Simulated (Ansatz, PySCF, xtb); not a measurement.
Pair of molecules: HCl (SMILES Cl) (first 2 atoms) with CH2O (SMILES C=O); geometry from B3LYP-D3(BJ)/def2-TZVP.
(charge 0, multiplicity 1):
```xyz
6

Cl    -0.152    -0.056     0.443
H      0.150     0.492     1.588
C     -0.337     0.012     3.999
O      0.281     0.856     3.403
H     -0.402     0.021     5.100
H     -0.862    -0.803     3.472
```

Counterpoise-corrected where a basis set is named; no monomer relaxation. Rows marked so take none.

Correlated levels freeze the cores. Rows in 3-21G carry no dispersion term and start afresh at each structure.

The values were computed with Ansatz (Gaussian basis) for Hartree–Fock, density functionals and correlated methods; PySCF for 3-21G rows, the dispersion terms; xtb for the GFN methods. Each number belongs to the level named beside it.

```csv
level,interaction energy (kJ/mol)
GFN-FF,-21.6
GFN1-xTB,-15.6
PBE-D4/def2-TZVPPD,-27.3
B97M-V/def2-TZVPPD,-24.8
B3LYP/3-21G (no counterpoise),-46.1
wB97X-V/def2-TZVPPD,-24.3
B2PLYP/def2-TZVPPD,-21.4
MP2/aug-cc-pV(D+d)Z,-22.0
SCS-MP2/aug-cc-pV(D+d)Z,?
```

Problem. Complete the blanks.

Solution. 
- SCS-MP2/aug-cc-pV(D+d)Z, interaction energy (kJ/mol): -17.9

Ansatz is a program for electronic structure.
